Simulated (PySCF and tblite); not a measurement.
Results of a calculation; reference values are marked as such.
Stationary points of CH4O2Si at PBE0-D3(BJ)/def2-SVP, in Å:

Structure A

```
 1 O     0.847    0.968    0.133
 2 C     1.391   -0.155    0.004
 3 O     0.617   -1.124   -0.189
 4 Si   -0.942    0.107   -0.026
 5 H     2.485   -0.284    0.061
 6 H    -1.714   -0.873   -0.854
 7 H    -1.460    1.427   -0.503
 8 H    -1.227   -0.084    1.419
```

Structure B

```
 1 O     1.362    1.156    0.537
 2 C     1.488    0.053    0.083
 3 O     0.474   -0.723   -0.284
 4 Si   -1.121   -0.101   -0.094
 5 H     2.463   -0.450   -0.085
 6 H    -1.972   -1.212   -0.592
 7 H    -1.294    1.115   -0.932
 8 H    -1.392    0.172    1.341
```

Geometries: PBE0-D3(BJ)/def2-SVP; energies: PBE0/pcSseg-2 + D3(BJ); zero-point and thermal terms from GFN2-xTB harmonic modes (soft modes blended into free rotors).

Question: Which structure is a saddle point, and along which motion?

Answer: A: one imaginary mode (340i cm⁻¹ at GFN2-xTB, mostly on O3, O1, Si4), along the shift of Si4 from O3 to O1.

Question: Give their symmetry and energies above the lowest.

Answer: A Cs, 14.1 kcal/mol; B Cs, 0.0 kcal/mol.
